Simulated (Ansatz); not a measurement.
**Ligand exchange: C2H4ClF + GeH3I → C2H4FI + GeH3Cl**

Species: C2H4ClF (1-chloro-2-fluoroethane) `FCCCl`, singlet; GeH3I `[GeH3][I]`, singlet; C2H4FI (1-fluoro-2-iodoethane) `FCCI`, singlet; GeH3Cl (chlorogermane) `[Cl][GeH3]`, singlet. The partners trade Cl for I: C–Cl and Ge–I bonds give way to C–I and Ge–Cl.

Shapes, held fixed at every level: PBE0-D4/def2-TZVP. Flexible molecules stand in one conformer, not always the lowest. Programs: Ansatz 0.2.0. The zero-point and thermal change to 298 K, harmonic and unscaled (PBE0-D4/def2-TZVP), is -0.5 kJ/mol.

```tsv
level	kind	ΔH(298 K) (kJ/mol)	less CCSD(T)/def2-TZVPP
HF/def2-SVP	Hartree–Fock	-2.9	+12.1
HF/def2-TZVPP	Hartree–Fock	-6.0	+9.0
SPW92/def2-TZVPP	LDA	-2.3	+12.7
r2SCAN0-D4/def2-TZVPP	global hybrid	-5.6	+9.4
wB97M-V/def2-TZVPP	range-separated hybrid	-8.4	+6.6
wB97X-V/def2-TZVPP	range-separated hybrid	-8.0	+7.0
MP2/def2-TZVPP	perturbation theory	-15.9	-0.9
CCSD(T)/def2-TZVPP	coupled cluster or CI	-15.0	0.0
```

The highest level, CCSD(T)/def2-TZVPP, gives ΔH(298 K) = -15.0 kJ/mol; the levels span -15.9 to -2.3. The column of differences is taken from that level and isn't an error. No measured value is set beside it here. For atoms past krypton def2 sets carry core potentials with scalar relativity. Relativity is left out for Ge. Outer-core shells of Ge, I are correlated, in sets that cover them unevenly.
